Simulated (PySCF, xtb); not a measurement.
Sn(H)(F)(Me)2 (C2H7FSn), SMILES [CH3][SnH]([CH3])[F].

Harmonic wavenumbers (cm⁻¹) from xtb with GFN2-xTB at its own minimum, in rising order: 25, 55, 110, 126, 132, 386, 447, 472, 476, 509, 711, 734, 747, 760, 1241, 1243, 1427, 1429, 1432, 1435, 1516, 3023, 3029, 3043, 3045, 3049, 3052.

### Question
What does PBE-D3(BJ)/def2-SVP run with PySCF 2.14.0 give at its own minimum? (Estimate from the structure and the level; the computed values follow.)

### Answer
40, 45, 120, 147, 150, 474, 498, 521, 563, 591, 690, 735, 753, 761, 1157, 1162, 1376, 1380, 1382, 1387, 1832, 2991, 2991, 3103, 3103, 3113, 3113. Paired by order, the mean absolute difference is 54 cm⁻¹ and the zero-point energies are 48.1 and 48.9 kcal/mol.
